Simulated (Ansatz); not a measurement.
Total energies of CH$_{3}$CuS, SMILES `C[S][Cu]`.

Cartesian coordinates in Å:
```
C -0.084 0.292 0.519
S -0.740 -0.901 -0.687
Cu 0.751 -0.995 -2.190
H -0.832 0.370 1.312
H 0.055 1.281 0.083
H 0.851 -0.047 0.963
```

Charge 0, multiplicity 1. Correlated methods include outer-core shells of Cu, which these sets cover unevenly. Scalar relativity is left out up to krypton. The structure was optimised at the PBE0-D4/def2-TZVP level. Basis def2-TZVPP, the Gaussian-basis code of Ansatz.

RPA on PBE orbitals: Hartree–Fock energy of these orbitals -2076.04294 Eh, correlation -1.63556 Eh (frozen core).

| functional | energy without D4 (Eh) | D4 term (kJ/mol) |
| --- | --- | --- |
| PBE0 | -2078.23135 | -9.6 |
| r2SCANh | -2078.57211 | -2.7 |

Question: Give the same for LDA (SPW92), PBE, revPBE, BLYP, r2SCAN, B97M-V, B3LYP, r2SCAN0, HSE06 (plane-wave form), BHLYP, CAM-B3LYP, LC-ωPBE, ωB97X-V, ωB97M-V, B2PLYP, PBE-QIDH. (An estimate is asked.)

Answer: Computed: 
```json
{"functional": "LDA (SPW92)", "energy without D4 (Eh)": "-2074.15354", "D4 term (kJ/mol)": "–"}
{"functional": "PBE", "energy without D4 (Eh)": "-2078.19824", "D4 term (kJ/mol)": "-11.5"}
{"functional": "revPBE", "energy without D4 (Eh)": "-2078.48707", "D4 term (kJ/mol)": "-34.3"}
{"functional": "BLYP", "energy without D4 (Eh)": "-2078.74283", "D4 term (kJ/mol)": "-25.6"}
{"functional": "r2SCAN", "energy without D4 (Eh)": "-2078.59777", "D4 term (kJ/mol)": "-2.5"}
{"functional": "B97M-V", "energy without D4 (Eh)": "-2078.22315", "D4 term (kJ/mol)": "–"}
{"functional": "B3LYP", "energy without D4 (Eh)": "-2078.73706", "D4 term (kJ/mol)": "-18.9"}
{"functional": "r2SCAN0", "energy without D4 (Eh)": "-2078.53587", "D4 term (kJ/mol)": "-3.0"}
{"functional": "HSE06 (plane-wave form)", "energy without D4 (Eh)": "-2078.21886", "D4 term (kJ/mol)": "-9.0"}
{"functional": "BHLYP", "energy without D4 (Eh)": "-2078.57261", "D4 term (kJ/mol)": "-15.5"}
{"functional": "CAM-B3LYP", "energy without D4 (Eh)": "-2078.75244", "D4 term (kJ/mol)": "-9.8"}
{"functional": "LC-ωPBE", "energy without D4 (Eh)": "-2078.31172", "D4 term (kJ/mol)": "–"}
{"functional": "ωB97X-V", "energy without D4 (Eh)": "-2078.42772", "D4 term (kJ/mol)": "–"}
{"functional": "ωB97M-V", "energy without D4 (Eh)": "-2078.52600", "D4 term (kJ/mol)": "–"}
{"functional": "B2PLYP", "energy without D4 (Eh)": "-2078.32653", "D4 term (kJ/mol)": "–"}
{"functional": "PBE-QIDH", "energy without D4 (Eh)": "-2078.00760", "D4 term (kJ/mol)": "–"}
```

B3LYP takes the VWN-RPA correlation (the form of Gaussian; ORCA's B3LYP/G). HSE06 is the plane-wave form, built on full-range PBE exchange. The double hybrids freeze the cores in their second-order part.

LC-ωPBE has ω = 0.4 bohr⁻¹.
